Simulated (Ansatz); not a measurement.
`[F][Sn]([Cl])([Cl])[Br]` + `N#CBCl` → `N#[C][Sn]([F])([Cl])[Cl]` + `ClBBr`  (redistribution)

Calculated with Ansatz (gas phase, PBE0-D4/def2-TZVP geometries, no zero-point term in ΔE). CCSD(T)/CBS is the MP2 limit (def2-TZVPP, def2-QZVPP) plus CCSD(T) − MP2 in def2-TZVPP, frozen cores. DFT in def2-TZVPP. HSE06 is defined as in plane-wave codes. def2 core potentials past Kr. For Br, Sn outer-core shells are correlated without core-valence functions, which leaves a few kJ/mol of doubt a bond. Scalar relativity is left out up to krypton.

```
                   species  HSE06 energy (Eh)
 `[F][Sn]([Cl])([Cl])[Br]`        -3808.24223
                  `N#CBCl`         -578.26748
`N#[C][Sn]([F])([Cl])[Cl]`        -1327.08262
                   `ClBBr`        -3059.40349
```

**Question.** Work out ΔE.

**Answer.** ΔE = (-1327.08262) + (-3059.40349) − (-3808.24223) − (-578.26748) = 0.02360 Eh = +62.0 kJ/mol. CCSD(T)/CBS gives +54.9 kJ/mol.

Largest T1 diagnostic among the species: 0.014.

Leaving LDA and LC-ωPBE aside and taking each functional with its dispersion term where it has one, the values, not all of them listed here, spread over 13.5 kJ/mol, from PBE-QIDH to BHLYP-D4. In def2-TZVPP, CCSD(T) changes the Hartree–Fock value by −21.1 kJ/mol (the triples alone add −2.3 kJ/mol) and MP2 by −20.6 kJ/mol.
